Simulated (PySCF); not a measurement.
H₂Sb, SMILES [SbH2], multiplicity 2. The structure is a stationary point at B3LYP-D3(BJ)/def2-TZVPD. The isomer is the one that the SMILES or the coordinates give; other isomers of the formula were not compared. The def2 effective core potentials stand for the cores of Sb; spin–orbit coupling is left out.

Question: Give the equilibrium geometry at B3LYP-D3(BJ)/def2-TZVPD (PySCF confirms it by a frequency run) as bond lengths and angles, and its point group. (The exact figures need the calculation; the answer reports its results.)

Answer: point group C2v.
Atoms: Sb1 H2 H3. Bonds (Å): Sb1–H2 1.718, Sb1–H3 1.718. Angles (°): H2–Sb1–H3 90.3.
Charge 0, spin multiplicity 2.
